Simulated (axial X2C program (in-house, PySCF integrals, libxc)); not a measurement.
**What spin–orbit coupling does to MnGe**

Calculated with an in-house relativistic program for diatomic molecules. Spin-free means the one-electron spin-free X2C Hamiltonian; two-component (2c) means X2C with spin–orbit coupling and atomic mean-field two-electron Coulomb and Gaunt terms, so the difference of the two also holds small scalar two-electron terms. Basis: Ge dyall-cv3z [9s9p7d4f1g], Mn dyall-cv3z [9s10p6d3f2g] (cores contracted in-house); Gaussian nuclei, density fitting, unrestricted open shells. Masses: Ge 73.921 u, Mn 54.938 u.

Spin-free state: M_S = 7/2, Λ = 0 (beyond evenly filled blocks: σα, 2 × π+α, 2 × π-α, δ+α, δ-α); fragments Ge + Mn.

| level | Re (Å) | ωe (cm⁻¹) | De (eV) | μ (D) |
| --- | --- | --- | --- | --- |
| PBE0 | 2.547 | 215.5 | 1.143 | 3.49 |
| r2SCAN0 | 2.541 | 220.5 | 1.248 | 3.64 |

Dipoles are positive if Mn is the positive end.

Two-component determinant lowest at the distance of the search:

Ω = 7/2 (⟨Sz⟩ = 3.50, ⟨Lz⟩ = 0.00 at PBE0); fragments Ge + Mn.

| level | Re (Å) | ωe (cm⁻¹) | μ (D) |
| --- | --- | --- | --- |
| PBE0 | 2.548 | 214.9 | 3.49 |
| r2SCAN0 | 2.542 | 220.1 | 3.64 |

Problem. From the two tables, how do the constants change at the PBE0 level (2c against spin-free)?

Solution. At the PBE0 level Re increases by 0.001 Å and ωe drops by 0.6 cm⁻¹.

The state is one determinant whose occupation by symmetry is held fixed; it was picked as the lowest of a PBE0 search that is not exhaustive. De is counted from the lowest determinant-based energies of the atoms at the same level, without counterpoise correction. De is not given where an atomic determinant may have missed its ground term or J level, or where the truncated virtual space spoils (T). Density functionals use the spin component along the axis (collinear). PBE0 can misorder states that lie within some tenths of an eV, so this need not be the ground state of the molecule. The nearest other spin-free determinant of the search, M_S = 5/2, Λ = 2, lies 0.34 eV up at the distance of the search. The functionals have no current-density term, which raises determinants with orbital currents, atoms included. With several unpaired electrons one determinant need not be a pure state. This is the top spin component of a Σ state; components of lower Ω are not single determinants and can lie lower. The determinant is spin-polarised beyond a pure state at some levels (its spin-free form has ⟨S²⟩ too high), which makes Re and μ there less reliable.
